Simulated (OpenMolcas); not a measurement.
## Tl+: effect of the basis set

| Property | Result |
| --- | --- |
| Program | OpenMolcas 26.06 |
| Method | CASSCF |
| Active space | 2 electrons in 8 orbitals (6s 6p 7s 7p) |
| State averaging | 2S+1 = 3 even, 3 roots; 2S+1 = 1 even, 7 roots; 2S+1 = 3 odd, 3 roots; 2S+1 = 1 odd, 3 roots |
| Spin-orbit coupling | state interaction with AMFI integrals over the reference wave functions, term energies averaged over their components |

A. ANO-RCC-VTZP [8s7p5d3f2g], DKH2, point nucleus; cost roughly 21 core-seconds
B. ANO-RCC-VQZP [9s8p6d4f3g], DKH2, point nucleus; cost roughly 30 core-seconds
C. ANO-RCC [11s10p9d6f4g], DKH2, point nucleus; cost roughly 100 core-seconds

Energies in cm-1 above 6s2 1S0, the measured ground level; measured values from NIST Handbook of Basic Atomic Spectroscopic Data.

```
      Level      A      B      C  Measured
    6s2 1S0    0.0    0.0    0.0       0.0
6s 6p 3P* 0  44725  44026  43937     49451
6s 6p 3P* 1  47489  46958  46858     52394
6s 6p 3P* 2  54349  54240  54092     61728
6s 6p 1P* 1  76283  76145  75935     75663
```

Deviations, from unrounded energies. A percentage is the sum of absolute deviations over the sum of measured energies, with the sign that they share, or ± where signs differ.

```tsv
Against measurement	Levels	A	B	C
mean absolute deviation (cm-1)	4	4400	4700	4700
other configurations (%)	4	±7.4	±7.9	±7.9
```

A lies closest to measurement on these levels and C furthest from it. The largest miss of A in the table is 6s 6p 3P* 2, by -7400 cm-1. The ranking rests on the paired levels alone, and a cruder setting can come out closer through cancelling errors.

Among A to C the level of the table that moves most is 6s 6p 3P* 0, by 790 cm-1 (lowest in C, highest in A).

The run also gave levels led by 6s 7s, which use shells meant for correlation; these and all levels above them are left out. Spin-orbit splittings of 6p shells tend to come out small when the coupling is added on scalar orbitals. Computed and measured levels are paired by configuration, term and J; levels that our copy of the source lacks, or whose pairing is in doubt (as where it misses far off the trend of its configuration), stay unpaired and out of the deviations. Only configurations of the active space appear. Levels that lie high or do not pair safely by name in every column are left out.

* marks odd parity.
